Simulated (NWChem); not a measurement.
Species: GeBrCl, singlet; SMILES [Br][Ge][Cl]

Program: NWChem. Low-valent species are run as closed-shell singlets; no triplet was tried in these runs. The geometry was optimised at B3LYP/6-31G* (spherical d).

Predict the results for PBE0/aug-cc-pVTZ. Quantities: highest occupied level (eV); orbital gap (eV); dipole (D).


```json
{
  "highest occupied level (eV)": "-8.03",
  "orbital gap (eV)": "4.73",
  "dipole (D)": "2.10"
}
```
